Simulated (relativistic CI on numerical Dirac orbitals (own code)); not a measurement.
The 4d ions of charge 5+

These numbers are calculated, not measured: Dirac-Coulomb-Breit CI, KLI orbitals optimised for each configuration, model QED (radiative potential, 1s self-energy scaled to tabulated hydrogen-like ionisation energies), valence Slater integrals scaled by 0.75 (own radial code, finite nucleus).

Each species is treated in one configuration, given outside its closed core, with all valence electrons in the open shell. Radial values are for the open shell of highest l, unscaled and averaged over j; ζ includes the Breit term. Labels give the leading LS character, summed over repeated terms.

```
 Ion  Configuration  Its lowest level  LS weight (%)    g_J  g√(J(J+1))  ζ (cm⁻¹)  ⟨r⟩ (bohr)  ⟨r²⟩ (bohr²)
Mo5+             4d            2D_3/2            100  0.799        1.55     977.6        1.45         2.422
Tc5+            4d2                 ?              ?      ?           ?         ?           ?             ?
Ru5+            4d3            4F_3/2             98  0.409        0.79      1406       1.316         2.001
Rh5+            4d4              5D_0             94               0.00      1660       1.259         1.832
Pd5+            4d5            6S_5/2             98  1.992        5.89      1942       1.206         1.685
Ag5+            4d6              5D_4             96  1.489        6.66      2254       1.158         1.556
Cd5+            4d7            4F_9/2             94  1.320        6.57      2598       1.114         1.442
```

Question: Fill in the row of Tc5+.

Answer: Its lowest level 3F_2; LS weight (%) 98; g_J 0.674; g√(J(J+1)) 1.65; ζ (cm⁻¹) 1180; ⟨r⟩ (bohr) 1.38; ⟨r²⟩ (bohr²) 2.196.
